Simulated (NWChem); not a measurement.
System: CH3BrOSi, singlet; SMILES CO[Si]Br

```xyz
7

Si     1.2102    -0.6286     0.0001
Br    -0.1608     1.2184     0.0000
O      0.1361    -1.8735    -0.0003
C     -1.2545    -2.0729     0.0001
H     -1.7996    -1.1154    -0.0041
H     -1.5375    -2.6556    -0.8900
H     -1.5382    -2.6479     0.8950
```
Atoms are numbered in this order, from 1.

Results from NWChem. Low-valent species are run as closed-shell singlets; no triplet was tried in these runs. The geometry was optimised at PBE0/def2-SVP. Ions are spin-unrestricted doublets at the neutral geometry; other ion states weren't tried.

For level PBE/def2-SVP:

| Item | Value |
|---|---|
| −ε(HOMO) (eV) | 6.18 |

Question: What are these values for level B3LYP/def2-SVP?

Answer: 
| Property | Value |
|---|---|
| −ε(HOMO) (eV) | 7.04 |
